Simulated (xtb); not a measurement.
HKO, charge -1, doublet, at a GFN2-xTB geometry (such geometries of metal compounds can be far from the true shape) (a state made from the parent by changing its charge; the spin is typed, not shown lowest); GFN0-xTB with ALPB(ch2cl2) run with xtb 6.7.1.

The xtb input:
```
$ xtb mol.xyz --gfn 0 --chrg -1 --uhf 1 --alpb ch2cl2 --json

# file mol.xyz
3

K     -0.00000000    -0.00000000    -1.05363639
O      0.00000000     0.00000000     2.11672093
H      0.00000000     0.00000000     3.08532400
```

Output, abridged:

```
   ID    Z sym.   atoms
    1   19 K      1
    2    8 O      2
    3    1 H      3

           -------------------------------------------------
          |                Calculation Setup                |
           -------------------------------------------------

           -------------------------------------------------
          |                 G F N 0 - x T B                 |
           -------------------------------------------------

      * Solvation model:               ALPB
        Solvent                        ch2cl2
        Parameter file                 internal GFN-FF/ALPB
        Dielectric constant                8.9300E+00
        Reference state                gsolv [1 M gas/solution]
        Free energy shift                  3.5387E-03 Eh       2.2205E+00 kcal/mol
        Temperature                        2.9815E+02 K
        Density                            1.3300E+00 kg/L
        Solvent mass                       8.4930E+01 g/mol
        Interaction kernel             P16
        Born radius scaling (c1)           1.6950E+00
        Born radii integrator          GBOBC
        Born offset                        0.0000E+00 a0       0.0000E+00 AA
        H-bond correction              false
        Ion screening                  false
        Surface tension                    1.0000E-05 Eh       1.5569E+01 dyn/cm
        Grid points                               230 per atom

          ...................................................
          :                      SETUP                      :
          :.................................................:
          :  # basis functions                  10          :
          :  # atomic orbitals                  10          :
          :  # shells                            6          :
          :  # electrons                         9          :
          :  electronic temp.          300.0000000     K    :
          :  accuracy                    1.0000000          :
          :  -> integral cutoff          0.2500000E+02      :
          :  -> integral neglect         0.1000000E-07      :
          ...................................................

         :::::::::::::::::::::::::::::::::::::::::::::::::::::
         ::                     SUMMARY                     ::
         :::::::::::::::::::::::::::::::::::::::::::::::::::::
         :: total energy              -5.562571607040 Eh    ::
         :: total w/o Gsasa/hb        -5.547821099150 Eh    ::
[...]

    * Orbital Energies and Occupations

         #    Occupation            Energy/Eh            Energy/eV
      -------------------------------------------------------------
         1        2.0000           -0.6661392             -18.1266
         2        2.0000           -0.5069088             -13.7937
         3        2.0000           -0.4241307             -11.5412
         4        2.0000           -0.4241307             -11.5412
         5        1.0000           -0.2528009              -6.8791 (HOMO)
         6                         -0.1849776              -5.0335 (LUMO)
         7                         -0.1195558              -3.2533
         8                         -0.1195558              -3.2533
         9                         -0.0190434              -0.5182
        10                          0.2443914               6.6502
      -------------------------------------------------------------
                  HL-Gap            0.0678233 Eh            1.8456 eV
             Fermi-level            0.0000000 Eh            0.0000 eV

     #   Z          covCN         q      C6AA      α(0)
     1  19 K        0.336     0.332  3335.375   276.621
     2   8 O        1.141    -1.541    65.332    10.857
     3   1 H        0.804     0.209     1.071     1.626

 Mol. C6AA /au·bohr⁶  :       4017.682028
 Mol. C8AA /au·bohr⁸  :     674555.630672
 Mol. α(0) /au        :        289.103594

Wiberg/Mayer (AO) data.
largest (>0.10) Wiberg bond orders for each atom

 ---------------------------------------------------------------------------
     #   Z sym  total        # sym  WBO       # sym  WBO       # sym  WBO
 ---------------------------------------------------------------------------
     1  19 K    0.192 --     2 O    0.120
     2   8 O    1.096 --     3 H    0.977     1 K    0.120
     3   1 H    1.049 --     2 O    0.977
 ---------------------------------------------------------------------------

Topologies differ in total number of bonds
Writing topology from bond orders to xtbtopo.mol

 dipole moment from electron density (au)
     X       Y       Z
   0.0000  -0.0000  -3.1111  total (Debye):    7.908

           -------------------------------------------------
          | TOTAL ENERGY               -5.562571607040 Eh   |
          | GRADIENT NORM               0.065773989430 Eh/α |
          | HOMO-LUMO GAP               1.845565855020 eV   |
           -------------------------------------------------

normal termination of xtb
```
